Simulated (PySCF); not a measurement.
## Ba (barium, neutral) across methods

[Xe] 5d2, high-spin 3F determinant (an excited configuration). Calculation: PySCF 2.14, in aug-cc-pVDZ-X2C (8s7p5d, 54 functions); the spin-free X2C one-electron Hamiltonian (Gaussian nucleus).

| method | E (hartree) | mean ε 5p α (eV) | mean ε 5p β (eV) | mean ε 5d α (eV) | Σ⟨r²⟩ (bohr²) | ⟨S²⟩ |
| --- | --- | --- | --- | --- | --- | --- |
| B3LYP | -8134.76 | -18.103 | -17.603 | -1.784 | 88.94 | 2.000 |
| M06-2X | -8135.36 | -20.012 | -19.553 | -2.318 | 87.58 | 2.000 |
| BHandHLYP | -8134.67 | -19.881 | -19.211 | -2.250 | 88.10 | 2.000 |
| LDA | -8127.62 | -16.979 | -16.554 | -1.396 | 88.54 | 2.000 |
| PBE | -8134.24 | -16.804 | -16.331 | -1.408 | 89.01 | 2.000 |
| TPSS | -8134.32 | -16.891 | -16.393 | -1.332 | 88.40 | 2.000 |
| UHF | -8131.54579 | -22.629 | -21.634 | -3.067 | 91.21 | 2.002 |
| r2SCAN | -8134.66 | -17.168 | -16.679 | -1.397 | 87.30 | 2.001 |
| PBE0 | -8134.32 | -18.401 | -17.788 | -1.894 | 87.49 | 2.001 |

Spin-orbit coupling, absent here, splits the open shell strongly.
